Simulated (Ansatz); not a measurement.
Molecule: Hg₂, net charge 2, singlet state. 
Coordinates optimised at B3LYP-D3(BJ)/def2-TZVP (Ansatz, a quantum-chemistry and plane-wave program):
```xyz
2

Hg     0.0000     0.0000    -1.3589
Hg     0.0000     0.0000     1.3589
```
Charge +2, spin multiplicity 1.

Computed values are from Ansatz. Valence correlation only, unless marked. Open shells are spin-unrestricted. Spin-orbit coupling is left out. Frozen are the shells of the preceding noble gas and the d and f shells that filled before the atom's block. Past Kr the def2 sets carry scalar-relativistic core potentials. CBS(X,Y): correlation extrapolated as X^-3; Hartree-Fock from the larger set.

Question: What is the vertical electron affinity (to the doublet; negative means unbound) at CCSD(T)/CBS(def2-TZVPPD,def2-QZVPPD)?

Answer: 14.58 eV.

Question: What is the total energy at CCSD(T)/CBS(def2-TZVPPD,def2-QZVPPD)?

Answer: -305.1564 Eh.

Question: What is the T1 diagnostic at CCSD/def2-QZVPP?

Answer: 0.014.

Question: What is the vertical ionisation energy (to the doublet) at CCSD(T)/CBS(def2-TZVPPD,def2-QZVPPD)?

Answer: 23.29 eV.
